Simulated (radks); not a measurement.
Q: Coherent X-ray form factor from a spherical all-electron density. Calculated with a radial shooting solver on a logarithmic mesh with Libxc functionals: non-relativistic Kohn-Sham, exchange-only LDA, spin-polarised, spherical densities, point nucleus.

sin(theta)/lambda (1/angstrom)  f0 (electrons)
0.05                                    31.684
0.1                                     30.791
0.15                                    29.462
0.2                                     27.876
0.25                                    26.196
0.3                                     24.540
0.4                                     21.500
0.5                                     18.845
0.6                                     16.481
0.8                                     12.512
1                                        9.658
1.25                                     7.497
1.5                                      6.315
2                                        4.974

The species is in the configuration that NIST lists as its ground one. Which atom or ion scatters so?

A: The krypton ion Kr4+, [Ar] 3d10 4s2 4p2. Extrapolating in s^2 from the first two rows gives f0(0) = 32.0, near the electron count 32; among species with that count, the fall with angle is slower the higher Z, and the table is that of Z = 36; from so few rows the species is fixed only to a neighbour or two.
